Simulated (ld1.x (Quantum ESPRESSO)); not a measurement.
Mo, ultrasoft: configuration errors across variants

ld1.x (Quantum ESPRESSO) 7.5 input, shortened:

```
&input
   title='Mo', zed=42., rel=1, dft='PZ', iswitch=3,
   config='[Kr] 4d5 4f-2 5s0.5 5p0.5'
 /
 &inputp
   pseudotype=3, tm=.true., lloc=-1, rcloc=1.35,
   nlcc=.true., new_core_ps=.true.
 /
8
4S  1  0   2.00   0.00  1.45  1.50  0.0
5S  2  0   0.50   0.00  1.45  1.50  0.0
4P  2  1   6.00   0.00  1.65  2.10  0.0
5P  3  1   0.50   0.00  1.65  2.10  0.0
4D  3  2   5.00   0.00  1.50  1.80  0.0
4D  3  2   0.00   1.05  1.50  1.80  0.0
4F  4  3  -2.00   0.30  1.75  2.10  0.0
4F  4  3  -2.00   0.65  1.75  2.10  0.0
 &test
   configts(1)='4s2 4p6 4d5 5s0.5 5p0.5'
 /
```

All-electron excitation energies from the reference (eV): (1) 4s2 4p6 4d5 5s1 5p0 -1.599; (2) 4s2 4p6 4d5 5s0 5p0 5.587; (3) 4s2 4p6 4d4 5s0 5p0 21.290; (4) 4s2 4p6 4d2 5s0 5p0 87.948; (5) 4s2 4p6 4d4 5s1 5p1 2.161; (6) 4s2 4p6 4d5.5 5s0.5 5p0 -1.289; (7) 4s2 4p6 4d6 5s0 5p0 -0.777; (8) 4s2 4p6 4d5 5s0.5 5p0.5 spin -3.804; (9) 4s2 4p6 4d5 5s1 5p0 spin -5.522.

Spin tests fill each open shell by Hund’s rule, majority spin first.

The default core radius of the base comes out at 0.72 bohr.

The overlap operator is not positive definite (basis up to 400 Ry) in “base”, “wave 4f channel at 0.3 Ry: rcut 1.75, rcutus 2.10 bohr becomes 4f channel at 2.07 Ry: rcut 1.75, rcutus 2.10 bohr”, “core correction Bessel-smoothed model core inside 1.66 bohr”. Such files are unfit for use, however small their errors in these radial tests.

3 further variants failed, have other tests or another functional or relativity, and are left out.

The file “base” misses its own reference levels by 1.0 eV. The file “wave 4f channel at 0.3 Ry: rcut 1.75, rcutus 2.10 bohr becomes 4f channel at 2.07 Ry: rcut 1.75, rcutus 2.10 bohr” misses its own reference levels by 1.0 eV. The file “core correction Bessel-smoothed model core inside 1.66 bohr” misses its own reference levels by 1.0 eV.

Errors AE − PS in meV (a dash: test not solved or not reliable):

```csv
change,(1),(2),(3),(4),(5),(6),(7),(8),(9),bound ghosts
base,-410,+835,+823,+465,-1319,+264,+830,-50,-492,not determined (overlap not positive)
"all radii but the core radius scaled by about 0.78 (s 1.18, p 1.64, d 1.40, f 1.64 bohr, rcut 1.14/1.30/1.18/1.36); local potential all-electron potential smoothed inside 1.06 bohr (lloc = -1)",+0.7,-1.7,-1.2,+8.0,+4.4,-1.0,-2.3,+27,+27,none
"wave 4f channel at 0.3 Ry: rcut 1.75, rcutus 2.10 bohr becomes 4f channel at 2.07 Ry: rcut 1.75, rcutus 2.10 bohr",-410,+835,+823,+465,-1319,+264,+830,-50,-492,not determined (overlap not positive)
core correction Bessel-smoothed model core inside 1.66 bohr,-422,+948,+928,+533,-1327,+270,+945,+74,-333,not determined (overlap not positive)
```

Task: Give the same row for: waves 4p (bound): rcut 1.65, rcutus 2.54 bohr; 5p (bound): rcut 1.65, rcutus 2.54 bohr.

Result: -400, +844, +822, +348, -1358, +274, +840, -55, -482; bound ghosts: not determined.
